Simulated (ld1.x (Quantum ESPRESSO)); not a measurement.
**B, ultrasoft: configuration errors across variants**

boron, ultrasoft, made with ld1.x (Quantum ESPRESSO) 7.5 (LDA (PZ), non-relativistic). Core [He], reference 2s2 2p1. Waves: 2s (bound): rcut 1.10, rcutus 1.40 bohr; 2s channel at -0.2 Ry: rcut 1.10, rcutus 1.40 bohr; 2p (bound): rcut 1.55, rcutus 2.05 bohr; 2p channel at 1.15 Ry: rcut 1.55, rcutus 2.05 bohr. Local part: all-electron potential smoothed inside 1.05 bohr (lloc = -2). Core correction: Bessel-smoothed model core inside 0.65 bohr. Augmentation charge: PSQ, radius 1.10 bohr.

All-electron excitation energies from the reference (eV): (1) 2s2 2p0 8.329; (2) 2s1 2p0 33.626; (3) 2s2 2p0.5 2.944; (4) 2s0 2p3 11.388; (5) 2s1 2p1 14.278; (6) 2s2 2p1.3 -0.773; (7) 2s1 2p2 5.680; (8) 2s2 2p1 spin -0.235; (9) 2s1 2p0 spin 32.898.

Spin tests fill each open shell by Hund’s rule, majority spin first.

1 further variants failed, have other tests or too few solved ones, and are left out.

Errors AE − PS in meV (a dash: test not solved or not reliable):

```tsv
change	(1)	(2)	(3)	(4)	(5)	(6)	(7)	(8)	(9)	bound ghosts
base	-1.7	+4.8	-0.2	+17	+5.1	0.0	+4.2	+0.1	-0.3	none
waves 2s (bound): rcut 1.06, rcutus 1.12 bohr; 2s channel at -0.2 Ry: rcut 1.06, rcutus 1.12 bohr	-0.9	+1.2	-0.1	+21	+4.5	0.0	+5.2	+0.3	-5.1	none
waves 2s (bound): rcut 1.10, rcutus 1.24 bohr; 2s channel at -0.2 Ry: rcut 1.10, rcutus 1.24 bohr	-1.3	+2.4	-0.1	+20	+4.8	0.0	+4.8	+0.2	-3.3	none
waves 2s (bound): rcut 1.10, rcutus 1.46 bohr; 2s channel at -0.2 Ry: rcut 1.10, rcutus 1.46 bohr	-1.9	+5.7	-0.2	+17	+5.2	0.0	+4.0	+0.1	+0.9	none
waves 2s (bound): rcut 1.10, rcutus 1.76 bohr; 2s channel at -0.2 Ry: rcut 1.10, rcutus 1.76 bohr	-1.9	+9.6	-0.3	+14	+5.6	0.0	+3.5	+0.1	+4.8	none
waves 2s (bound): rcut 1.10, rcutus 1.88 bohr; 2s channel at -0.2 Ry: rcut 1.10, rcutus 1.88 bohr	-1.8	+12	-0.2	+14	+5.8	0.0	+3.3	+0.1	+6.7	none
waves 2s (bound): rcut 1.10, rcutus 2.06 bohr; 2s channel at -0.2 Ry: rcut 1.10, rcutus 2.06 bohr	-1.5	+15	-0.2	+13	+6.0	0.0	+3.2	+0.1	+9.1	none
```

Give the same row for: waves 2s (bound): rcut 1.10, rcutus 1.62 bohr; 2s channel at -0.2 Ry: rcut 1.10, rcutus 1.62 bohr.

-2.0, +7.8, -0.3, +15, +5.5, 0.0, +3.7, +0.1, +3.1; bound ghosts: none.
